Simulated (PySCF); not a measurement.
# P sites compared

Gas-phase molecules, one conformer each, optimised by PBE0-D3(BJ)/def2-SVP. No frequency run checks that these structures are minima. Shifts by GIAO PBE0/pcSseg-1 or PBE0/pcSseg-2 against computed PH3. Core levels by delta-SCF with SCAN, pcX-2 on the ionised atom and pcseg-1 elsewhere, spin-free X2C (2p3/2 is the spin-free 2p value less a third of a first-order spin-orbit splitting); from the vacuum level. Excitations by CAM-B3LYP/def2-SVPD.

Question: Order these by the shift of P (ppm), lowest first.
A. [OH2+]P([SiH3])[SiH3] (P bonded to 1 O + 2 Si)
B. [OH][Al]([OH])[O]P([SiH3])[SiH3] (P bonded to 1 O + 2 Si)
C. NP([SiH3])[SiH3] (P bonded to 1 N + 2 Si)
D. [SiH3]P[SiH3] (P bonded to 2 Si + 1 H)

Answer: D (-55.1), C (179.8), B (288.9), A (787.1).

Question: Give the other values.

Answer: 
```json
{"structure (SMILES)": "[OH2+]P([SiH3])[SiH3]", "P bonded to": "1 O + 2 Si", "shift of P (ppm)": "787.1", "core level of P (eV)": "142.19", "lowest singlet (eV)": "3.54"}
{"structure (SMILES)": "NP([SiH3])[SiH3]", "P bonded to": "1 N + 2 Si", "shift of P (ppm)": "179.8", "core level of P (eV)": "136.11", "lowest singlet (eV)": "4.54"}
{"structure (SMILES)": "[SiH3]P[SiH3]", "P bonded to": "2 Si + 1 H", "shift of P (ppm)": "-55.1", "core level of P (eV)": "135.97", "lowest singlet (eV)": "6.29"}
{"structure (SMILES)": "[OH][Al]([OH])[O]P([SiH3])[SiH3]", "P bonded to": "1 O + 2 Si", "shift of P (ppm)": "288.9", "core level of P (eV)": "136.49", "lowest singlet (eV)": "4.43"}
{"structure (SMILES)": "[O-]P([SiH3])[SiH3]", "P bonded to": "1 O + 2 Si", "shift of P (ppm)": "-", "core level of P (eV)": "131.42", "lowest singlet (eV)": "3.95"}
```

Excited states of gas-phase anions may lie above the detachment limit and hang on the basis.
